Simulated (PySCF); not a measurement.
**Atomic charges by several schemes**

Species: C5H10N2O2Si.
Cartesian coordinates in Å at the GFN2-xTB level; atoms count from 1:
```
atom  x, y, z in Å
C1    -0.6492   -1.6615    1.0070
C2    -0.8615   -0.4732    0.4481
Si3   -2.4931    0.4805    0.6408
N4    -2.5748    1.5386   -0.7106
C5     0.2223    0.2410   -0.2261
O6     0.3701    1.4459   -0.1069
C7     1.1893   -0.5688   -1.0628
C8     2.5037   -0.6658   -0.2801
N9     3.0812    0.5368   -0.0850
O10    2.9670   -1.7162    0.0963
H11   -1.4307   -2.1633    1.5533
H12    0.3089   -2.1598    0.9849
H13   -3.6036   -0.4593    0.4893
H14   -2.4988    1.0856    1.9829
H15   -3.4080    2.0883   -0.8452
H16   -1.7595    2.0999   -0.9076
H17    1.3911   -0.0337   -1.9914
H18    0.8160   -1.5673   -1.2756
H19    2.5323    1.3727   -0.2242
H20    3.8922    0.5902    0.5097
```

Density: PBE0/pcSseg-1 (PySCF); schemes: Mulliken, IAO, Hirshfeld and ESP-fitted. Geometry: GFN2-xTB, one conformer, isolated molecule.

Q: For which atoms does the sign change between the 4 schemes (beyond +0.03 e in one, beyond −0.03 e in another)?

A: For none.

Q: At which atom do the 4 schemes differ most?

A: At N9: from -0.915 (ESP-fitted) to -0.174 e (Hirshfeld), 0.741 e apart.

Q: Give the atomic charges in each scheme.

A: In e:

```
atom                      environment  Mulliken     IAO  Hirshfeld  ESP-fitted
  C1             terminal =CH2 carbon    -0.060  -0.250     -0.053      -0.225
  C2  fully substituted alkene carbon    -0.518  -0.313     -0.096      -0.350
 Si3                     SiH2 silicon    +0.821  +0.907     +0.362      +0.715
  N4           silicon-bound nitrogen    -0.627  -0.844     -0.322      -1.030
  C5           ketone carbonyl carbon    +0.242  +0.388     +0.168      +0.721
  O6                    ketone oxygen    -0.411  -0.444     -0.213      -0.536
  C7    sp3 carbon next to a carbonyl    -0.215  -0.371     -0.088      -0.602
  C8            amide carbonyl carbon    +0.372  +0.451     +0.178      +0.806
  N9                   amide nitrogen    -0.382  -0.510     -0.174      -0.915
 O10                     amide oxygen    -0.415  -0.493     -0.294      -0.570
 H11                 vinylic hydrogen    +0.124  +0.158     +0.059      +0.153
 H12                 vinylic hydrogen    +0.152  +0.165     +0.054      +0.147
 H13                    Si–H hydrogen    -0.118  -0.138     -0.083      -0.120
 H14                    Si–H hydrogen    -0.109  -0.163     -0.091      -0.163
 H15                     N–H hydrogen    +0.192  +0.262     +0.119      +0.399
 H16                     N–H hydrogen    +0.208  +0.269     +0.100      +0.388
 H17               methylene hydrogen    +0.175  +0.182     +0.061      +0.192
 H18               methylene hydrogen    +0.156  +0.173     +0.053      +0.182
 H19               amide N–H hydrogen    +0.217  +0.286     +0.118      +0.402
 H20               amide N–H hydrogen    +0.197  +0.285     +0.143      +0.406
```

Mean size of the charges over all atoms: ESP-fitted 0.451 e, IAO 0.353 e, Mulliken 0.286 e, Hirshfeld 0.141 e. Each set sums to the total charge, 0, to within 0.001 e. The IAO scheme projects the occupied orbitals on a minimal set of polarised atomic orbitals and counts the electrons in each atom's part of it. The ESP scheme fits charges at the nuclei, held to the total charge, to the electrostatic potential on points at 1.4 to 2.0 times the van der Waals radii.

Q: Sum the charges by element, for elements with more than one atom.

A: 
```tsv
element	atoms	Mulliken	IAO	Hirshfeld	ESP-fitted
C	5	-0.179	-0.096	+0.110	+0.351
N	2	-1.009	-1.353	-0.495	-1.945
O	2	-0.826	-0.937	-0.507	-1.106
H	10	+1.194	+1.480	+0.532	+1.986
```

Q: How closely do the schemes follow one another over all atoms?

A: Correlation coefficient and root-mean-square difference: IAO with Hirshfeld 0.98, 0.247 e; Mulliken with IAO 0.97, 0.108 e; IAO with ESP-fitted 0.96, 0.174 e; Mulliken with Hirshfeld 0.96, 0.188 e; Hirshfeld with ESP-fitted 0.94, 0.373 e; Mulliken with ESP-fitted 0.91, 0.253 e.
